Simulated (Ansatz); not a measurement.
`C[CH](C)[In]([OH])[OH]` at its PBE0-D4/def2-TZVP geometry, where that method's forces vanish. Total charge 0; spin multiplicity 1. In: def2 effective core potential.

```tsv
atom	x (Å)	y (Å)	z (Å)
C1	-1.052	0.381	1.324
C2	-0.503	0.469	-0.092
C3	-1.321	-0.358	-1.075
In4	1.599	-0.074	-0.158
O5	2.747	-0.312	-1.762
O6	2.752	-0.453	1.417
H7	-1.023	-0.642	1.709
H8	-0.502	1.015	2.025
H9	-2.101	0.701	1.348
H10	-0.517	1.515	-0.416
H11	-2.369	-0.034	-1.066
H12	-0.959	-0.266	-2.102
H13	-1.316	-1.421	-0.817
H14	2.281	-0.150	-2.585
H15	2.284	-0.369	2.250
```

**Question.** For each bond, give half the difference of the two atoms' forces along it (eV/Å; positive pushes the atoms apart) under PBE-D4, r2SCAN-D4, B3LYP-D4, ωB97M-V in def2-TZVPP. (Estimate.)

**Answer.** The calculation gave: 
| bond | length (Å) | PBE-D4 | r2SCAN-D4 | B3LYP-D4 | ωB97M-V |
| --- | --- | --- | --- | --- | --- |
| C1–C2 | 1.521 | -0.04 | 0.06 | 0.13 | 0.21 |
| C1–H7 | 1.094 | 0.10 | -0.03 | -0.07 | -0.07 |
| C1–H8 | 1.093 | 0.09 | -0.04 | -0.08 | -0.07 |
| C1–H9 | 1.097 | 0.14 | -0.01 | -0.06 | -0.11 |
| C2–C3 | 1.522 | -0.04 | 0.07 | 0.13 | 0.21 |
| C2–In4 | 2.173 | -0.10 | -0.02 | 0.02 | -0.19 |
| C2–H10 | 1.095 | 0.10 | -0.06 | -0.16 | -0.12 |
| C3–H11 | 1.097 | 0.14 | -0.01 | -0.06 | -0.11 |
| C3–H12 | 1.093 | 0.09 | -0.04 | -0.08 | -0.07 |
| C3–H13 | 1.094 | 0.10 | -0.04 | -0.07 | -0.07 |
| In4–O5 | 1.986 | 0.27 | 0.10 | 0.17 | 0.03 |
| In4–O6 | 1.988 | 0.28 | 0.11 | 0.18 | 0.02 |
| O5–H14 | 0.960 | 0.42 | 0.06 | -0.02 | -0.06 |
| O6–H15 | 0.960 | 0.42 | 0.06 | -0.02 | -0.05 |

B3LYP here is the variant with VWN-RPA as its local correlation; programs differ in this.

Program: Ansatz 0.2.0.
